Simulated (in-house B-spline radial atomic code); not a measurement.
B97-1 excitations of Si2+

Method: B97-1. Computed with a B-spline radial code for spherical atoms: linear response of the closed shell [Ne] 3s2 with the functional's adiabatic kernel; non-relativistic, point nucleus, no spin-orbit coupling, no double excitations, S, P, D and F terms only.

Command:
```bash
python run_td.py task.json out
```
Settings (radii: box in bohr, nucleus in fm):
```
Z                        14
electrons                12
configuration            [Ne] 3s2
hamiltonian              nr
method                   b97_1
box_radius               29.48
intervals                52
```

Cost of the run: 0.2 s on 1 thread of Intel(R) Xeon(R) 6975P-C (Granite Rapids), with other jobs on the host.

The lowest states, in the order of their Tamm-Dancoff energies; the method's threshold (minus the highest occupied level) is 29.371 eV. Labels give the largest channel, * marks a mixed state, and oscillator strengths are full-response dipole values. Semilocal kernels can invert the small singlet-triplet splittings of Rydberg terms. Energies in eV:

| state | full response | Tamm-Dancoff | oscillator strength |
| --- | --- | --- | --- |
| 3s → 3p 3P | ? | ? | - |
| 3s → 3p 1P | 10.126 | 10.535 | 1.61 |
| 3s → 3d 3D | 16.825 | 16.888 | - |
| 3s → 3d 1D | 17.731 | 17.737 | - |
| 3s → 4s 3S | 18.492 | 18.509 | - |
| 3s → 4s 1S | ? | ? | - |
| 3s → 4p 3P | 20.645 | 20.666 | - |
| 3s → 4p 1P | 21.170 | 21.204 | 0.0154 |
| 3s → 4d 3D | 23.527 | 23.541 | - |
| 3s → 4d 1D | 23.965 | 23.966 | - |
| 3s → 5s 3S | 24.127 | 24.131 | - |
| 3s → 5s 1S | 24.272 | 24.277 | - |
| 3s → 4f 3F | 24.428 | 24.436 | - |
| 3s → 4f 1F | 24.579 | 24.581 | - |
| 3s → 5p 3P | 24.934 | 24.939 | - |
| 3s → 5p 1P | 25.001 | 25.009 | 0.00963 |

(1) Where does 3s → 4s 1S lie?

(2) Where does 3s → 3p 3P lie?

(3) How large is the singlet-triplet splitting of 3s → 3p (P terms) in Tamm-Dancoff?

(4) What polarisabilities and dispersion coefficient does the method give?

## Answers

(1) At 19.211 eV in full response, 19.230 eV in Tamm-Dancoff.

(2) At 6.130 eV in full response, 6.389 eV in Tamm-Dancoff.

(3) 4.15 eV, from the unrounded values.

(4) Dipole 11.95 bohr³, quadrupole 36.59 bohr⁵, C6 41.47 hartree·bohr⁶ for two such species.
